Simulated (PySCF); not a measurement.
Which functional comes closest?

Molecule: `InChI=1S/C5H3ClOS/c6-5(7)4-1-2-8-3-4/h1-3H`.

Structure with atom numbers: `[O:1]=[C:2]([Cl:3])[c:4]1[cH:5][cH:6][s:7][cH:8]1`. Each H is labelled by its parent atom.

Geometry PBE0-D3(BJ)/def2-SVP throughout; GIAO in PySCF, gas phase, one conformer, non-relativistic; equivalent atoms averaged; basis pcSseg-1.

Reference values (estimated from measurements, as parent shift plus tabulated substituent increments; solution, not stated per compound (mostly CDCl3 or CCl4); Pretsch, Buehlmann, Badertscher, Structure Determination of Organic Compounds, 4th ed. (2009)): δ(H(C8)) = 8.25 ppm, δ(H(C5)) = 7.46 ppm, δ(H(C6)) = 7.23 ppm. Computed shifts are taken against TMS, calculated as an isolated molecule at each level.

Task: How do the functionals PBE, BP86, KT2, KT3, B97-2, LC-wPBE perform against the reference? Times are CPU seconds on 1 thread of an AMD EPYC 9B45, shared host; the GGAs took longer than the global hybrids here, which isn't the general rule, and the cause wasn't traced.

Result: 
| functional | kind | H(C8) | H(C5) | H(C6) | mean abs. error H | core-s |
| --- | --- | --- | --- | --- | --- | --- |
| PBE | GGA | 8.00 | 7.56 | 7.01 | 0.19 | 15 |
| BP86 | GGA | 8.01 | 7.57 | 7.01 | 0.19 | 15 |
| KT2 | GGA | 7.87 | 7.48 | 6.92 | 0.24 | 16 |
| KT3 | GGA | 7.89 | 7.46 | 6.91 | 0.23 | 16 |
| B97-2 | global hybrid | 8.18 | 7.65 | 7.12 | 0.12 | 9 |
| LC-wPBE | range-separated hybrid | 8.40 | 7.73 | 7.31 | 0.17 | 19 |

For 1H the closest is B97-2 (0.12 ppm) and the furthest KT2 (0.24 ppm). One molecule is a small sample, and vibrational and solvent effects are absent from the calculation.
